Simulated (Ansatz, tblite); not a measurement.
Adding an electron: the cluster Al₂P₂⁺ (the lowest doublet isomer of a short search). Total charge 1; doublet. Geometry: B3LYP-D4/def2-TZVP. Ansatz, gas phase; energy differences of separate SCF runs; the reduced species is a singlet (the triplet lies 0.71 eV higher at PBE0-D4/def2-TZVP).

Cartesian coordinates in Å:
```
Al -2.110 0.356 -0.507
Al 2.110 -0.357 0.507
P 0.199 -0.260 -1.011
P -0.199 0.260 1.011
```

The xTB rows come from tblite. The structure comes from a short search, and lower isomers may exist.

```csv
level,−HOMO (eV),−LUMO (eV),vertical EA (eV),HOMO–LUMO gap (eV)
GFN1-xTB,–,–,12.12,–
GFN2-xTB,–,–,11.29,–
PBE-D4/def2-TZVP,10.11,9.23,6.98,0.88
r2SCAN-D4/def2-TZVP,10.38,8.99,6.97,1.39
PBE0-D4/def2-TZVP,11.00,8.64,7.08,2.36
```

  HOMO and LUMO are the levels of the spin that leaves or enters (xTB has no such levels and no spin-polarisation term). Other spin states of the ions may lie lower, which would lower the ionisation energy or raise the affinity. Raw xTB energy differences between charge states are shifted by several eV; the methods need an empirical correction for them.
